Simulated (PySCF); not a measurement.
# Ionisation energy of Cs(42+) by level of theory

Cs(42+) [Ne] 3s2 3p1 [3p1/2^1, M_J = 1/2] → Cs(43+) [Ne] 3s2, as a difference of total energies. Computed with PySCF 2.14 in an even-tempered Gaussian basis (18 s from 9.4 bohr⁻², ratio 2.4; 14 p from 12 bohr⁻², ratio 2.4; 4 d from 41 bohr⁻², ratio 2.6; 4 f from 62 bohr⁻², ratio 2.6), with the two-component X2C-1e Hamiltonian. Correlated levels: 1s2 frozen; the 54 highest virtual spinors dropped. "Screened" scales the spin-orbit matrix elements by Boettger's factors to mimic the two-electron term; Breit and QED terms are absent.

| method | ionisation energy (eV) |
| --- | --- |
| GHF (spin-free) | 3152.6 |
| GMP2 (spin-free) | 3153.1 |
| GHF (screened spin-orbit) | 3216.3 |
| GMP2 (screened spin-orbit) | 3216.6 |

Breit and QED terms and the two-electron picture change are absent.

The spin-free rows lack the spin-orbit shift.

For comparison: 3214 ± 4 eV (theoretical estimate listed by NIST; NIST Atomic Spectra Database, ionization energies).
